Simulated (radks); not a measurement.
Q: These are the eigenvalues of the occupied orbitals of an atom or ion with whole-number occupations (eV). Method: scalar-relativistic Kohn-Sham, PBEsol, spin-polarised, spherical densities, finite nucleus; Fermi nuclear charge, rms radius of each element as measured or else 0.836 A^(1/3) + 0.57 fm; computed with a radial shooting solver on a logarithmic mesh with Libxc functionals.

1s up: -1528.917
1s down: -1528.784
2s up: -128.4568
2s down: -128.2382
2p up: -90.1657
2p down: -89.9328
3s up: -24.4451

Which element is it, and in what charge state? The configuration may be excited. Open shells, if any, are filled with parallel spins first.

A: Z = 13, aluminium, charge +2: Al2+ in [Ne] 3s1. The list shows which subshells hold electrons but not how many an open one holds; the 1s level, -56.187 hartree, gives Z - s = 10.6 by -(Z - s)^2/2, which with screening and relativity narrows Z to a few neighbours, and the depths of the outer levels then fix element, charge and occupations together.
